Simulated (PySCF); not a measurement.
Electric field gradients and quadrupole coupling constants

Compound: C₇H₁₂FN.
Cartesian coordinates in Å at the GFN2-xTB level; atoms count from 1:
```xyz
21
C7H12FN angstrom
C     -2.4366   -0.1072    0.2209
C     -0.9834   -0.0622   -0.2423
F     -1.0083    0.0690   -1.6330
C     -0.2362   -1.3554    0.0865
C      1.2158   -1.2837   -0.3776
C      1.9357   -0.1077    0.2831
C      1.2144    1.1634   -0.0485
N      1.8456    2.1006   -0.5948
C     -0.2515    1.1629    0.3202
H     -2.9463    0.8099   -0.0659
H     -2.4874   -0.2204    1.3001
H     -2.9453   -0.9458   -0.2493
H     -0.7416   -2.1868   -0.4090
H     -0.2816   -1.5185    1.1652
H      1.2388   -1.1522   -1.4610
H      1.7278   -2.2163   -0.1360
H      1.9441   -0.2445    1.3680
H      2.9635   -0.0338   -0.0698
H      1.2975    2.9305   -0.8140
H     -0.3390    1.1448    1.4093
H     -0.7348    2.0703   -0.0527
```

Field gradients from the PBE0/pcSseg-1 density (PySCF, non-relativistic), principal values in atomic units, ordered |Vxx| ≤ |Vyy| ≤ |Vzz|:

```tsv
atom	Vxx	Vyy	Vzz
N8	0.3497	0.6557	-1.0054
```

Task: Find the asymmetry η = (Vxx − Vyy)/Vzz and the couplings χ = eQV/h (234.96 MHz × Q in barn × V in au), with Q(14N) = 0.02044 b.

Result: 
```tsv
atom	environment	nucleus	η	χzz (MHz)	χxx (MHz)	χyy (MHz)
N8	imine nitrogen	14N	0.30	-4.829	1.680	3.149
```

The tensor is traceless: Vxx + Vyy + Vzz = 0.

Task: What is Vzz at N8 in SI units (1 au = 9.71736 × 10²¹ V/m²)?

Result: -1.0054 au = -9.770 × 10²¹ V/m².

Task: And the gradient at the other heavy atoms, for which no coupling is worked out here?

Result: 
```csv
atom,environment,Vzz (au),η
C1,methyl carbon,0.063,0.31
C2,sp3 C–F carbon,0.532,0.10
F3,alkyl fluorine,2.953,0.01
C4,ring CH2 carbon,-0.048,0.88
C5,ring CH2 carbon,-0.076,0.76
C6,ring CH2 carbon,-0.075,0.21
C7,imine carbon,0.419,0.35
C9,ring CH2 carbon,-0.041,0.51
```

Task: What couplings would deuterons (Q(2H) = 0.00286 b) have in place of the hydrogens, at this geometry?

Result: 
```
atom  bonded to  bond length (Å)  Vzz (au)     η  χzz (kHz)
 H10         C1            1.088    0.3134  0.02        211
 H11         C1            1.086    0.3157  0.03        212
 H12         C1            1.088    0.3132  0.02        211
 H13         C4            1.092    0.3033  0.03        204
 H14         C4            1.092    0.3032  0.02        204
 H15         C5            1.092    0.2994  0.02        201
 H16         C5            1.091    0.3067  0.02        206
 H17         C6            1.093    0.3026  0.02        203
 H18         C6            1.089    0.3056  0.01        205
 H19         N8            1.018    0.3885  0.03        261
 H20         C9            1.093    0.3016  0.01        203
 H21         C9            1.094    0.2988  0.04        201
```

One conformer (not necessarily the lowest) at the GFN2-xTB geometry, without solvent, vibrations or thermal averaging. GFN2-xTB bond lengths can be off by several hundredths of an ångström, more for odd bonds, and the gradients follow them. These gradients aren't converged with respect to the basis.
